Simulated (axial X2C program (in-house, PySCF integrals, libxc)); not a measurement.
**Potential curves of TiH, without spin–orbit coupling**

All values were computed with an in-house relativistic program for diatomic molecules. Spin-free means the one-electron spin-free X2C Hamiltonian. Basis: Ti dyall-cv3z [10s10p6d4f2g], H dyall-v3z [6s2p1d] (cores contracted in-house); Gaussian nuclei, density fitting, unrestricted open shells. Masses: Ti 47.948 u, H 1.008 u.

State: M_S = 3/2, Λ = 3 (beyond evenly filled blocks: σα, π+α, δ+α). Energies in eV from the fragments at the same level (Ti + H). Fits are polynomials in 1 − R0/R over 0.85 to 1.23 times the lowest point R0.

| R (Å) | B97-3 | CCSD | HF |
| --- | --- | --- | --- |
| 1.5260 | -1.8679 |  | -1.1399 |
| 1.5961 | -2.0567 | -2.0131 | -1.4173 |
| 1.6488 | -2.1460 | -2.1109 | -1.5654 |
| 1.7014 | -2.1983 | -2.1701 | -1.6699 |
| 1.7540 | -2.2197 | -2.1970 | -1.7375 |
| 1.8154 | -2.2127 | -2.1951 | -1.7774 |
| 1.8768 | -2.1779 | -2.1640 | -1.7824 |
| 1.9557 | -2.1013 | -2.0909 | -1.7478 |
| 2.0522 | -1.9720 |  | -1.6576 |
| 2.1925 | -1.7397 |  | -1.4622 |

Correlated methods: 13 electrons correlated (number of frozen shells: Ti 2 s, 1 p; H none), 213 virtual spin orbitals or spinors in MP2, 90 natural virtuals in coupled cluster.

The state is a single determinant with fixed occupations, the lowest that a limited PBE0 search found. De is counted from the lowest determinant-based energies of the atoms at the same level, without counterpoise correction. CCSD ran in a truncated set of natural virtual spinors with an MP2 remainder; without triples it tends to underbind. PBE0 can misorder states that lie within some tenths of an eV, so this need not be the ground state of the molecule. The nearest other spin-free determinant of the search, M_S = 3/2, Λ = 0, lies 0.12 eV up at the distance of the search. The functionals have no current-density term, which raises determinants with orbital currents, atoms included. The T1 diagnostic is large, a sign of multireference character. Coupled cluster ran on the points near the minimum only. MP2 and coupled cluster on one determinant become unreliable at the stretched end.

**Question.** Fit the B97-3 curve near its minimum: give the equilibrium distance, the harmonic wavenumber and the well depth.

**Answer.** At B97-3, spin-free: Re = 1.771 Å, ωe ≈ 1550 cm⁻¹, De = 2.22 eV to Ti + H; Be follows as 5.45 cm⁻¹.

**Question.** What are Re, ωe and De at the CCSD level?

**Answer.** At CCSD, spin-free: Re = 1.780 Å, ωe ≈ 1550 cm⁻¹, De = 2.20 eV to Ti + H; Be follows as 5.39 cm⁻¹.

**Question.** Fit the HF curve near its minimum: give the equilibrium distance, the harmonic wavenumber and the well depth.

**Answer.** At HF, spin-free: Re = 1.855 Å, ωe ≈ 1490 cm⁻¹, De = 1.78 eV to Ti + H; Be follows as 4.96 cm⁻¹.
